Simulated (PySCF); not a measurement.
CH10FNSi3, SMILES C[Si@H](F)N([SiH3])[SiH3].

Coordinates come from a TPSSh-D3(BJ)/def2-SVP optimisation. The structure was generated by enumeration; whether it is a known compound was not checked. Other conformers were not sampled.

Method: PySCF with TDA-PBE/def2-SVPD.

Vertical excitations. Gas-phase values at a fixed geometry.

Computed UV-visible absorptions:
```
state  energy (eV)  λ (nm)      f        main pairs
-----  -----------  ------  -----  ----------------
S1            5.51     225  0.004    HOMO→LUMO 99 %
S2            5.97     208  0.000  HOMO→LUMO+1 99 %
S3            6.21     200  0.021  HOMO→LUMO+2 98 %
S4            6.47     192  0.047  HOMO→LUMO+3 98 %
S5            6.59     188  0.000  HOMO→LUMO+4 99 %
S6            6.78     183  0.001  HOMO→LUMO+5 99 %
T1            5.25     236      0   HOMO→LUMO 100 %
T2            5.87     211      0  HOMO→LUMO+1 99 %
```
Triplets are in the Tamm–Dancoff approximation.
